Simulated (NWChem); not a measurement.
**Basis-set convergence for H4GeN2**

```xyz
7

Ge     0.0000     0.0000     0.4649
N      1.3815     0.0000    -0.7482
H      2.3479     0.0000    -0.4373
H      1.3107     0.0000    -1.7632
N     -1.3815     0.0000    -0.7482
H     -1.3107     0.0000    -1.7632
H     -2.3479     0.0000    -0.4373
```
Charge 0, spin multiplicity 1.

The numbers come from NWChem runs, not from measurements. Structure: optimised with B3LYP/def2-SVP, a minimum by its harmonic frequencies. It is one conformer; others weren't searched.

Quantity: first vertical ionisation energy at the level G0W0@PBE0.

The Hamiltonian is non-relativistic. GW and range-separated runs recompute their integrals, the others keep them in memory, which bears on the times. The structure started from a generated list of species.

Relative cost: rough, from shared machines, SCF included, def2-SVP = 1.

| basis | functions | first vertical ionisation energy (eV) | relative cost |
|---|---|---|---|
| def2-SVP | 80 | ? | 1 |
| def2-SVPD | 110 | ? | under 3 |
| def2-TZVP | 134 | ? | 4 |
| def2-TZVPD | 164 | 8.80 | 6 |
| def2-TZVPP | 166 | 8.79 | 6 |

**Question.** Complete the blanks.

**Answer.** 
- def2-SVP, first vertical ionisation energy (eV): 8.17
- def2-SVPD, first vertical ionisation energy (eV): 8.54
- def2-TZVP, first vertical ionisation energy (eV): 8.76
